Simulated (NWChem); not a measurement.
arsine (AsH₃); SMILES [AsH3]

```xyz
4

As     0.0058    -0.0041     0.0528
H     -1.2938     0.4134    -0.6263
H      0.8276     0.9380    -0.8199
H      0.2038    -1.1631    -0.9179
```
Atoms are numbered in this order, from 1.

Computed with NWChem. Geometry: optimised at PBE0/def2-SVP. Ions are spin-unrestricted doublets at the neutral geometry; other ion states weren't tried. Functional: LC-ωPBE (HJS hole) with def2-SVP; rows give the range parameter ω in 1/bohr.

```csv
range parameter (1/bohr),"vertical ionisation energy, ΔSCF (eV)",−ε(HOMO) (eV),ΔSCF minus −ε(HOMO) (eV)
0.05,10.37,7.36,3.01
0.25,(withheld),(withheld),(withheld)
0.50,10.45,10.76,-0.31
0.60,10.46,10.96,-0.50
0.80,10.46,11.16,-0.70
```

Problem. What belongs in the gaps?

Solution. 
- 0.25, vertical ionisation energy, ΔSCF (eV): 10.39
- 0.25, −ε(HOMO) (eV): 9.61
- 0.25, ΔSCF minus −ε(HOMO) (eV): 0.78
